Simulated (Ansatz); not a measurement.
Reaction (ligand exchange at a Ga–N bond): `[SiH3][N]([SiH3])[GaH2]` + `N=CO` → `O/C=[N]/[GaH2]` + `[SiH3]N[SiH3]`

Computed with Ansatz on PBE0-D4/def2-TZVP structures; ΔE is electronic, products minus reactants. CCSD(T)/CBS is the MP2 limit (def2-TZVPP, def2-QZVPP) plus CCSD(T) − MP2 in def2-TZVPP, frozen cores. This one scheme is used for every species. Functionals use def2-TZVPP. B3LYP here is the variant with VWN-RPA as its local correlation; programs differ in this. For Ga outer-core shells are correlated without core-valence functions, which leaves a few kJ/mol of doubt a bond. Scalar relativity is left out up to krypton. One conformer a species, not always the lowest.

Task: Is it downhill or uphill in electronic energy at CCSD(T)/CBS, and by how much? (An estimate is asked.)

Result: Ansatz gave: Uphill: ΔE = +30.9 kJ/mol.

Task: What do these levels give: BLYP, r2SCAN, B3LYP, CAM-B3LYP, LC-ωPBE, HF/def2-TZVPP? (Estimate.)

Result: Ansatz gave: BLYP 10.9, r2SCAN 22.5, B3LYP 13.8, CAM-B3LYP 15.4, LC-ωPBE 20.7, HF/def2-TZVPP 15.8 kJ/mol.

Largest T1 diagnostic among the species: 0.016.

In def2-TZVPP, CCSD(T) changes the Hartree–Fock value by +15.1 kJ/mol (the triples alone add +1.9 kJ/mol) and MP2 by +13.9 kJ/mol. The D4 term adds +9.7 kJ/mol with B3LYP and +5.2 kJ/mol with PBE0; it sums over pairs of atoms, weighted by their polarisabilities, and B3LYP, whose exchange is more repulsive, gets the larger term. Leaving LDA and LC-ωPBE aside and taking each functional with its dispersion term where it has one, the values, not all of them listed here, spread over 6.7 kJ/mol, from B2PLYP to BHLYP-D4. LDA lies +3.9 kJ/mol from PBE without D4.
